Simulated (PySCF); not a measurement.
Molecule: Si2H3, net charge 0, doublet state. It need not be the lowest isomer of its formula. SMILES: [SiH][SiH2]
Geometry from a B3LYP-D3(BJ)/def2-TZVP (Ansatz) optimisation:
```xyz
5

Si     1.1161    -0.5408    -0.0117
Si    -0.9794     0.3817     0.0185
H      1.6917     0.8646     0.1007
H     -1.3798     1.7919    -0.2380
H     -2.2258    -0.4283     0.0422
```
Charge 0, spin multiplicity 2.

Dispersion corrections to the total energy (kcal/mol) from the dftd3 and dftd4 libraries through PySCF: D3(BJ) without and D4 with the three-body term, each with the damping fitted for the functional named.

```json
[
 {"functional": "B2PLYP", "D3(BJ)": "-2.36", "D4": "-1.59"},
 {"functional": "BHLYP", "D3(BJ)": "-4.05", "D4": "-3.37"},
 {"functional": "TPSSh", "D3(BJ)": "-2.82", "D4": "?"},
 {"functional": "r2SCAN", "D3(BJ)": "-0.60", "D4": "-0.49"},
 {"functional": "revPBE", "D3(BJ)": "-5.48", "D4": "?"},
 {"functional": "HF", "D3(BJ)": "-21.94", "D4": "?"},
 {"functional": "LC-wPBE", "D3(BJ)": "-2.46", "D4": "-2.64"}
]
```

Task: What belongs in the gaps?

Result: 
- TPSSh, D4: -2.78
- revPBE, D4: -6.28
- HF, D4: -7.96
